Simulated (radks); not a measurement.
Values are calculated unless marked as measured or tabulated.
Radial electron density D(r) = 4 pi r^2 rho(r) of an atom or ion with 54 electrons. Code: a radial shooting solver on a logarithmic mesh with Libxc functionals. Model: Dirac Kohn-Sham, LDA (Slater exchange, Perdew-Wang correlation), spin-unpolarised, spherical densities, point nucleus.

```
   r/bohr * D(r) (the largest magnitude, 97.6, reaches the edge; | marks zero)
 0.002674 |      *
 0.003088 |        *
 0.003538 |          *
 0.004054 |            *
 0.004681 |               *
 0.005363 |                  *
 0.006194 |                     *
 0.007097 |                         *
  0.00813 |                             *
  0.00939 |                                *
  0.01076 |                                    *
  0.01242 |                                       *
  0.01423 |                                         *
  0.01631 |                                          *
  0.01883 |                                          *
  0.02158 |                                         *
  0.02492 |                                       *
  0.02855 |                                      *
  0.03271 |                                     *
  0.03777 |                                     *
  0.04328 |                                       *
  0.04998 |                                           *
  0.05726 |                                                *
   0.0656 |                                                    *
  0.07576 |                                                      *
   0.0868 |                                                     *
  0.09945 |                                                 *
   0.1148 |                                            *
   0.1316 |                                        *
    0.152 |                                       *
   0.1741 |                                          *
   0.1995 |                                             *
   0.2304 |                                              *
   0.2639 |                                         *
   0.3048 |                                *
   0.3492 |                       *
   0.4001 |                 *
    0.462 |                *
   0.5293 |                 *
   0.6113 |                  *
   0.7004 |                 *
   0.8024 |             *
   0.9267 |         *
    1.062 |      *
    1.226 |    *
    1.405 |    *
    1.609 |   *
    1.859 |  *
    2.129 | *
    2.459 |*
    2.818 *
    3.228 *
    3.728 *
    4.271 *
    4.933 *
    5.651 *
```

What is the nuclear charge?

Answer. Z = 57. The innermost maximum, from 1s, lies near gamma/Z bohr with gamma = sqrt(1 - (Z/c)^2) = 0.909, here 0.016 bohr (found: 0.0177), and its height grows with Z. The density is that of the lanthanum ion La3+ in [Xe]; the configuration itself is not fixed sharply by these data, and Z only to a few units. D(r) has 4 maxima, at r = 0.0177, 0.0776, 0.218, 0.606 bohr, and minima at 0.0340, 0.144, 0.447 bohr, inside which lie 2.02, 11.15, 28.97 electrons.
